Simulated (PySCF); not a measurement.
A GIAO shielding run with PySCF 2.14 (density fitting, non-relativistic, gas phase) on `N[Si@@H]([SiH3])N1CC[C@H](F)C1`, C4H13FN2Si2:

```
$ OMP_NUM_THREADS=1 python probes_run.py task.json out

{"job": {"kind": "nmr", "xc": "PBE0", "basis": "pcSseg-1"}, "charge": 0, "multiplicity": 1}
N      2.107043    -1.689240     0.229532
Si     1.341606    -0.227157     0.749926
Si     2.074624     1.427700    -0.686905
N     -0.326080    -0.713005     0.737412
C     -0.920185    -1.241020    -0.468979
C     -1.646758    -0.051475    -1.124948
C     -1.923190     0.895398     0.047630
F     -1.265837     2.098692    -0.143891
C     -1.329512     0.173099     1.266318
H      3.108665    -1.686266     0.135398
H      1.809245    -2.556179     0.650138
H      1.509893     0.082899     2.188195
H      1.633122     2.768560    -0.301316
H      3.544296     1.478531    -0.731064
H      1.651497     1.239006    -2.083104
H     -1.650404    -2.014690    -0.195630
H     -0.163044    -1.684843    -1.110535
H     -0.994500     0.454051    -1.836323
H     -2.559908    -0.351622    -1.634665
H     -2.978345     1.156223     0.172611
H     -0.912453     0.873875     1.985806
H     -2.120185    -0.413150     1.752759
```

Hardware: 1 thread of an Arm Neoverse N1, shared host. The job also computes population analyses, field gradients, ring-centre shieldings.

Problem. How large is the calculation?

Solution. 88 electrons, 232 basis functions and 1241 auxiliary functions.

Problem. How long does it take, and how much memory does it need?

Solution. 90 s of wall time, with 14 SCF cycles and 4 response iterations; peak memory 1.1 GiB. Times on a shared host scatter by some tens of per cent.
